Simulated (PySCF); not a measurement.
From one molecule to another.

First species: C₂H₇As.
Atom-mapped SMILES: `[CH3:1][CH2:2][AsH2:3]` (hydrogens: H4, H5, H6 on C1; H7, H8 on C2; H9, H10 on As3)

Second species: C6H11F3.
InChI=1S/C6H11F3/c1-4(3-7)5(2)6(8)9/h4-6H,3H2,1-2H3/t4-,5+/m0/s1

Levels: CAM-B3LYP/def2-SVPD for dipole moment, HOMO energy, LUMO energy, HOMO–LUMO gap, static isotropic polarisability and electronic spatial extent ⟨r²⟩ about the centre of nuclear charge; TDDFT CAM-B3LYP/def2-SVPD for lowest singlet excitation; TDA CAM-B3LYP/def2-SVPD for lowest triplet excitation (Tamm–Dancoff); ΔSCF CAM-B3LYP/def2-SVPD for vertical ionisation energy; PBE0-D3(BJ)/def2-SVP for rotational constant A and rotational constant C. Geometries: PBE0-D3(BJ)/def2-SVP. All species are isolated and taken at one optimised geometry, non-relativistic unless stated. Electronic properties by PySCF.

Dipoles, sizes and rotational constants follow the conformer. The torsions of the flexible species, by atom-mapped SMILES:
- `[CH3:1][CH2:2][AsH2:3]`: H–As3–C2–C1 -46°, H–As3–C2–C1 46°
- `[CH3:1][C@@H:2]([CH2:3][F:4])[C@@H:5]([CH3:6])[CH:7]([F:8])[F:9]`: C1–C2–C3–F4 -178°, C1–C2–C5–C6 -50°, C2–C5–C7–F8 51°

| property | column X | column Y |
| --- | --- | --- |
| dipole moment | 1.03 D | 2.03 D |
| HOMO energy | -8.43 eV | -10.46 eV |
| LUMO energy | 1.03 eV | 1.18 eV |
| HOMO–LUMO gap | 9.46 eV | 11.64 eV |
| lowest singlet excitation | 6.28 eV | 8.90 eV |
| lowest triplet excitation (Tamm–Dancoff) | 5.38 eV | 8.66 eV |
| static isotropic polarisability | 59.0 au | 74.9 au |
| vertical ionisation energy | 9.47 eV | 11.21 eV |
| electronic spatial extent ⟨r²⟩ about the centre of nuclear charge | 414 bohr² | 1316 bohr² |
| rotational constant A | 24.624 GHz | 2.126 GHz |
| rotational constant C | 3.305 GHz | 0.980 GHz |

**Question.** Which column belongs to which species?

**Answer.** Column X is the first species and column Y the second. The first has 10 atoms and 52 electrons, the second 20 and 74.

**Question.** How does each property change from the first species to the second?

**Answer.** dipole moment +1.00 D; HOMO energy -2.03 eV; LUMO energy +0.15 eV; HOMO–LUMO gap +2.18 eV; lowest singlet excitation +2.62 eV; lowest triplet excitation (Tamm–Dancoff) +3.28 eV; static isotropic polarisability +15.9 au; vertical ionisation energy +1.74 eV; electronic spatial extent ⟨r²⟩ about the centre of nuclear charge +902 bohr²; rotational constant A -22.498 GHz; rotational constant C -2.325 GHz.

On the first: The vertical singlet–triplet gap S1 − T1 is 0.90 eV (TDDFT singlet less Tamm–Dancoff triplet; S1: HOMO→LUMO, weight 0.92; T1: HOMO→LUMO, weight 0.70). The principal polarisabilities are 52.8, 55.7 and 68.4 au; their mean is the isotropic value. The calculation is non-relativistic and has no spin–orbit coupling, an omission that weighs most on arsenic.

On the second: The 10 singlets span 8.90 to 9.97 eV, and their oscillator strengths add up to 0.27. The ΔSCF ionisation energy exceeds −ε(HOMO) by 0.75 eV with CAM-B3LYP.
